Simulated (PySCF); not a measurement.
`C[C@]1(S)C[C@H]2[C@H](F)[C@H]21`, C$_{6}$H$_{9}$FS

Molfile (atoms numbered from 1):
```
C6H9FS
     RDKit          3D

 17 18  0  0  0  0  0  0  0  0999 V2000
    1.7111    0.8425   -0.4320 C   0  0  0  0  0  0  0  0  0  0  0  0
    0.4293    0.0352   -0.4616 C   0  0  2  0  0  0  0  0  0  0  0  0
    0.5235   -1.2434   -1.7890 S   0  0  0  0  0  0  0  0  0  0  0  0
   -0.8641    0.8797   -0.5487 C   0  0  0  0  0  0  0  0  0  0  0  0
   -1.2545    0.3844    0.8370 C   0  0  1  0  0  0  0  0  0  0  0  0
   -1.3681   -1.1038    0.7945 C   0  0  2  0  0  0  0  0  0  0  0  0
   -1.8383   -1.7111    1.9172 F   0  0  0  0  0  0  0  0  0  0  0  0
   -0.0107   -0.4816    0.9025 C   0  0  1  0  0  0  0  0  0  0  0  0
    2.5592    0.2019   -0.1947 H   0  0  0  0  0  0  0  0  0  0  0  0
    1.8848    1.3056   -1.4009 H   0  0  0  0  0  0  0  0  0  0  0  0
    1.6443    1.6208    0.3260 H   0  0  0  0  0  0  0  0  0  0  0  0
    1.5465   -1.9068   -1.2581 H   0  0  0  0  0  0  0  0  0  0  0  0
   -1.5494    0.6017   -1.3491 H   0  0  0  0  0  0  0  0  0  0  0  0
   -0.6657    1.9475   -0.5988 H   0  0  0  0  0  0  0  0  0  0  0  0
   -1.7155    0.9746    1.6099 H   0  0  0  0  0  0  0  0  0  0  0  0
   -1.6882   -1.6402   -0.0916 H   0  0  0  0  0  0  0  0  0  0  0  0
    0.6487   -0.6949    1.7275 H   0  0  0  0  0  0  0  0  0  0  0  0
  1  2  1  0
  2  3  1  6
  2  4  1  0
  4  5  1  0
  5  6  1  0
  6  7  1  0
  6  8  1  0
  8  2  1  0
  8  5  1  0
  1  9  1  0
  1 10  1  0
  1 11  1  0
  3 12  1  0
  4 13  1  0
  4 14  1  0
  5 15  1  1
  6 16  1  6
  8 17  1  1
M  END
```

Computed, not measured: TDDFT CAM-B3LYP/def2-SVPD circular dichroism and optical rotation, one conformer, gas phase (PySCF). Geometry: GFN2-xTB.

The molecule is flexible and this is one conformer; a measurement averages over conformers.

Stereocentres: C2 S, C5 R, C6 S, C8 S.

Give the optical rotatory dispersion at 633, 589.3, 546, 436, 405, 365, 355 nm.

[α] in deg dm⁻¹ (g/mL)⁻¹:
```tsv
λ (nm)	origin-invariant length gauge	modified velocity gauge	length gauge (centre of mass)	isotropic polarisability (au)
633	-162.5	-159.7	-162.4	87.7
589.3	-190.8	-187.5	-190.7	88.0
546	-227.1	-223.2	-226.9	88.4
436	-389.7	-383.4	-389.5	89.9
405	-471.0	-463.4	-470.7	90.7
365	-624.5	-614.6	-624.2	91.9
355	-676.0	-665.3	-675.6	92.3
```

And for the mirror image at 589.3 nm?

+190.8 deg dm⁻¹ (g/mL)⁻¹ (origin-invariant length gauge): the same size and the opposite sign.

What is the molar rotation [Φ] = [α]·M/100 of the geometry above at 589.3 nm?

With M = 132.20 g/mol, -252.2 deg cm² dmol⁻¹ (origin-invariant length gauge).

The first excitation lies at 5.53 eV (224 nm) with R = -5.2 × 10⁻⁴⁰ esu² cm² (velocity form).
